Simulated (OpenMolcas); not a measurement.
La⁺: from CASSCF to CASPT2

```yaml
Program: OpenMolcas 26.06
Basis: ANO-RCC-VDZ [7s6p4d2f]
Scalar_Hamiltonian: DKH3, point nucleus
Active_space: 2 electrons in 6 orbitals (5d 6s)
State_averaging: 2S+1 = 3 even, 15 roots; 2S+1 = 1 even, 21 roots
Spin-orbit_coupling: RASSI with atomic mean-field integrals over the reference wave functions, term energies averaged over their components
```

Methods on the same reference wave functions:
A. CASSCF
B. SS-CASPT2, IPEA 0.25 Eh, imaginary shift 0.1 Eh (closed shells correlated: 5s 5p)
C. MS-CASPT2, IPEA 0.25 Eh, imaginary shift 0.1 Eh (closed shells correlated: 5s 5p)

Energies in cm⁻¹ above 5d² ³F₂, the measured ground level; measured values from NIST Handbook of Basic Atomic Spectroscopic Data.

```
           Level      A      B      C  Measured
  5d² ³F₂ [62 %]    0.0    0.0    0.0       0.0
         5d² ³F₃   1077   1283   1270      1016
       5d 6s ³D₁   1653   1477   1464      1895
         5d² ³F₄   2110   2300   2290      1971
5d 6s ³D₂ [70 %]   2431   2160   2170      2592
       5d 6s ³D₃   2989   2810   2800      3250
  5d² ³P₀ [61 %]   7060   6640   6400      5250
         5d² ³P₁   7650   6570   6560      5718
         5d² ³P₂   8199   7080   7050      6227
  6s² ¹S₀ [62 %]   8677   5430   5420      7395
         5d² ¹G₄  10031   8390   8370      7473
       5d 6s ¹D₂  14573  10230  10310          
         5d² ¹S₀  26787  16920  17120
```

Deviations, from unrounded energies. A percentage is the sum of absolute deviations over the sum of measured energies, with the sign that they share, or ± where signs differ.

| Against measurement | Levels | A | B | C |
| --- | --- | --- | --- | --- |
| mean absolute deviation (cm-1) | 10 | 1000 | 790 | 760 |
| fine structure of the ground term (%) | 2 | +6.7 | +20.1 | +19.2 |
| other terms of the ground configuration (%) | 4 | +33.5 | +16.3 | +15.0 |
| other configurations (%) | 4 | ±12.9 | -21.5 | -21.7 |

B, C lie about equally close to measurement and A furthest from it. The largest miss of C in the table is 6s² ¹S₀ [62 %], by -2000 cm-1. The ranking rests on the paired levels alone, and a cruder setting can come out closer through cancelling errors.

Between B and C the level of the table that moves most is 5d² ³P₀ [61 %], by 240 cm-1 (lowest in C, highest in B). Moves below CASPT2's spread within the term are not significant.

The mean deviations of B to C differ by less than CASPT2's widest spread within a term (630 cm-1), so their order carries little weight.

From A to B the spin-free energies of the other terms of 5d² shown, above ³F, scale by factors of 0.60 to 0.80.

The lowest spin-free term lies below A's lowest term by 0.173 hartree in B, 0.174 hartree in C.

CASPT2 does not keep the components of a term degenerate, so their means are used; among the terms shown or strongly mixed into the levels shown the widest spread is 630 cm-1 (5d² ¹G, C). Over all roots computed the reference weight is 0.87 to 0.94 in B, 0.87 to 0.94 in C; the roots of lowest weight are the least certain, and an intruder state may touch them. Configurations are named by rounded mean occupations; where the s occupation lies near a half they are strongly mixed, a name can repeat and a true partner stay unpaired. A single d shell beside an s shell can misplace configurations of different d count against each other. Without dynamic correlation excited terms often stand tens of per cent too high (terms of higher spin than the ground term too low), and those without a measured partner can miss by more than the paired ones (holds for A). Some levels mix across a computed gap that differs much from the measured one, so their mixing is not that of the real levels (holds for B; C). Some terms miss by over 15 % even with CASPT2, which points to a basis or an active space too small for the shells correlated (holds for B; C). Measured partners are found by configuration, term and J. A level has none where our copy of the source lacks it or the pairing is in doubt (some pairs that miss far off the trend of their configuration count as doubtful), and it then counts in no deviation. Levels of configurations outside the active space are missing. The table leaves out levels that lie high or whose names do not pair safely across all columns.

A share in square brackets marks a mixed level and gives the weight of the term that names it, the lowest over the columns.
